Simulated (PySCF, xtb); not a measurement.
3-methylthiophene (C5H6S), SMILES Cc1ccsc1.

Harmonic wavenumbers (cm⁻¹) from GFN2-xTB (xtb 6.7.1) at its own minimum, in rising order: 91, 229, 308, 405, 537, 559, 652, 744, 755, 834, 838, 869, 954, 1008, 1033, 1082, 1136, 1195, 1383, 1405, 1462, 1478, 1485, 1584, 3003, 3015, 3047, 3126, 3161, 3163.

What does PBE-D3(BJ)/def2-SVP run with PySCF give at its own minimum? (The exact figures need the calculation; the answer reports its results.)

102, 229, 314, 455, 538, 592, 653, 655, 740, 823, 855, 858, 925, 966, 1006, 1050, 1135, 1202, 1339, 1381, 1403, 1411, 1446, 1557, 2967, 3038, 3076, 3138, 3179, 3188. Paired by order, the mean absolute difference is 26 cm⁻¹ and the zero-point energies are 58.0 and 57.5 kcal/mol.
